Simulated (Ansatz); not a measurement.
C2H4FNOSi, SMILES `C[SiH](F)N=C=O`, one more setting.

```yaml
crystal:
  periodic: [false, false, false]
  atoms:
    - {symbol: C, position_ang: [-1.318885, -0.731817, 0.573031]}
    - {symbol: Si, position_ang: [0.243811, -0.552451, -0.384718]}
    - {symbol: F, position_ang: [1.343458, -1.551493, 0.196766]}
    - {symbol: N, position_ang: [0.842086, 1.034635, -0.218578]}
    - {symbol: C, position_ang: [1.568176, 1.980182, -0.298089]}
    - {symbol: O, position_ang: [2.243888, 2.924777, -0.355043]}
    - {symbol: H, position_ang: [-1.152048, -0.507511, 1.629027]}
    - {symbol: H, position_ang: [-1.705932, -1.750287, 0.493077]}
    - {symbol: H, position_ang: [-2.079046, -0.045078, 0.192743]}
    - {symbol: H, position_ang: [0.097694, -0.852058, -1.825117]}
basis:
  gaussian: {orbitals: def2-TZVPD, point_charges: [{charge: 2.00, position_ang: [5.370, 0.492, 0.196]}]}
hamiltonian: {xc: {name: B97M-V}}
```

```sh
$ ansatz run in.yaml --threads 4 --pin off --events-out ev --progress --plain --max-ram 10444MiB
```

It prints (some lines left out):

```
Functional definition: B97M-V
1387 factors; their error is unknown
mean field evaluation 1: about -16263.3530 eV, gradient 7.9e1 eV
mean field evaluation 2: about -16230.0766 eV, gradient 1.2e2 eV
mean field evaluation 4: about -16274.3589 eV, gradient 1.8e1 eV
mean field evaluation 8: about -16274.9599 eV, gradient 2.4e-1 eV
mean field evaluation 16: about -16274.9459 eV, gradient 1.4e-3 eV
mean field -16274.94591101 eV, -598.0932306751 hartree, gradient 4.6e-5 eV, S^2 0.000000; 0 other end points of the search recorded, 0 dependent functions left out
reference -16274.94600331 eV, -598.0932340671 hartree; 27, 27 occupied and 243, 243 virtual orbitals, 1387 factors
Total energy: -16274.94600331 eV, -598.0932340671 hartree
```

It took 10 s on 4 threads of an Arm Neoverse V2 on a shared host, with 0.47 GiB of host memory at the peak.
